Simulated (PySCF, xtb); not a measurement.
C₆H₁₀, SMILES C=CCC(=C)C. One conformer was computed; it need not be the lowest.

Harmonic wavenumbers (cm⁻¹) from GFN2-xTB (xtb 6.7.1) at its own minimum, in rising order: 33, 64, 132, 220, 350, 414, 440, 487, 632, 711, 863, 890, 892, 922, 959, 974, 1019, 1030, 1043, 1106, 1187, 1264, 1278, 1304, 1400, 1415, 1423, 1465, 1482, 1487, 1717, 1733, 2949, 2996, 2999, 3016, 3046, 3055, 3098, 3102, 3122, 3125.

Problem. What does PBE-D3(BJ)/def2-SVP (PySCF) give at its own minimum? (An estimate is asked for; the answer gives what the named calculation found.)

Solution. 43, 76, 185, 228, 355, 407, 435, 483, 623, 690, 821, 872, 886, 897, 920, 955, 978, 994, 1014, 1084, 1186, 1237, 1261, 1274, 1340, 1367, 1379, 1390, 1402, 1413, 1672, 1680, 2928, 2956, 3024, 3027, 3064, 3069, 3073, 3075, 3165, 3165. Paired by order, the mean absolute difference is 29 cm⁻¹ and the zero-point energies are 87.0 and 85.9 kcal/mol.
